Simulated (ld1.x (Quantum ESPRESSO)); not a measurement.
## Au (Z = 79): one change to a TM semilocal potential, before and after

| Property | Result |
| --- | --- |
| Element | gold |
| Generator | ld1.x (Quantum ESPRESSO) 7.5 |
| Type | norm-conserving Troullier–Martins (semilocal form) |
| Functional | LDA (PZ) |
| Relativity | non-relativistic |
| Frozen core | [Kr] 4d10 4f14 |
| Valence charge | 19 |
| Reference configuration | 5s2 5p6 5d10 6s0.5 6p0 (charge +0.5) |
| Partial waves | 5s (bound): rc 1.15 bohr; 5d (bound): rc 2.15 bohr; 5p (bound): rc 1.60 bohr |
| Local potential | the p channel |
| Core correction | none |

Occupied shells without a wave of their own: 6s. They enter only through the test configuration that unscreens the potential.

Change: all radii scaled by about 1.31 (s 1.50, p 2.10, d 2.82 bohr).

Cutoffs: the cutoffs (Ry, on a coarse ladder) from which the occupation-weighted sum of valence levels, in a spherical-Bessel basis at the reference potential, stays within 10 and 1 mRy of its value at 400 Ry; they do not see the model core or the augmentation charge, which bear on the density cutoff. Errors are all-electron minus pseudo energies relative to the spin-unpolarised reference configuration.

Question: How do hardness, ghosts and transferability respond?

Answer: The potential gets softer (110 Ry and 200 Ry → 70 Ry and 110 Ry); the miss of the reference levels goes from 0.12 to 1.03 eV; of the 9 tests that both files solve, the error grows in 9 and shrinks in 0 by more than 15 % and 0.3 meV (median size 67.5 → 535.5 meV); neither file shows a bound ghost. A larger radius leaves more room for a smooth pseudo-wave, so fewer plane waves are needed. More of the atom is replaced by a form fitted at one configuration, so other configurations suffer. A semilocal file is local in each channel, so a ghost entry of none says nothing of the separable form that plane-wave codes build from it.

```tsv
quantity	base	changed
cutoff, loose	110 Ry	70 Ry
cutoff, tight	200 Ry	110 Ry
loose cutoff by channel (10 mRy a level)	s 100 Ry, d 35 Ry, p 35 Ry	s 60 Ry, d 30 Ry, p 25 Ry
bound ghosts	none	none
largest miss of a reference level, eV	0.12	1.03
error for 5s2 5p6 5d10 6s1 6p0, meV [ΔE -2.99 eV]	+50	+443
error for 5s2 5p6 5d10 6s0 6p0, meV [ΔE 4.62 eV]	-67	-591
error for 5s2 5p6 5d9 6s0 6p0, meV [ΔE 26.76 eV]	-101	-894
error for 5s2 5p6 5d10 6s0 6p1, meV [ΔE 0.60 eV]	+52	-218
error for 5s2 5p6 5d9 6s1 6p1, meV [ΔE 5.89 eV]	+231	+1002
error for 5s2 5p6 5d9 6s2 6p0, meV [ΔE 1.79 eV]	+194	+1675
error for 5s1 5p6 5d10 6s1 6p0, meV [ΔE 88.40 eV]	+89	+536
error for 5s2 5p6 5d10 6s0.5 6p0 (spin-polarised), meV [ΔE -0.04 eV]	-0.3	-2.2
error for 5s2 5p6 5d10 6s1 6p0 (spin-polarised), meV [ΔE -3.13 eV]	+50	+439
```

Base: The 6s level has no wave, so the channel is fitted at the deeper level alone: the likely source of the large errors. Changed file: The 6s level has no wave, so the channel is fitted at the deeper level alone: the likely source of the large errors.
